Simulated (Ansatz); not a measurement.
Computed with Ansatz on PBE0-D4/def2-TZVP structures; ΔE is electronic, products minus reactants. CBS: MP2 limit from def2 TZ/QZ plus the TZ coupled-cluster correction, frozen cores. This one scheme is used for every species. DFT in def2-TZVPP. One conformer a species, not always the lowest.

Reaction (ligand exchange at the Al–C bond): `C[CH2][AlH][O][SiH3]` + CH₃NH₂ → `C[NH][AlH][O][SiH3]` + `CC`

| level | ΔE (kJ/mol) |
| --- | --- |
| r2SCAN | -110.7 |
| SCS-MP2/def2-TZVPP | -113.8 |

Problem. What does CCSD(T)/CBS give? (Best estimate.)

Solution. Ansatz gave: -109.0 kJ/mol. The listed levels differ from it by -1.7, -4.8 kJ/mol.

Largest T1 diagnostic among the species: 0.011.

In def2-TZVPP, CCSD(T) changes the Hartree–Fock value by +6.6 kJ/mol (the triples alone add +0.9 kJ/mol) and MP2 by +4.4 kJ/mol.
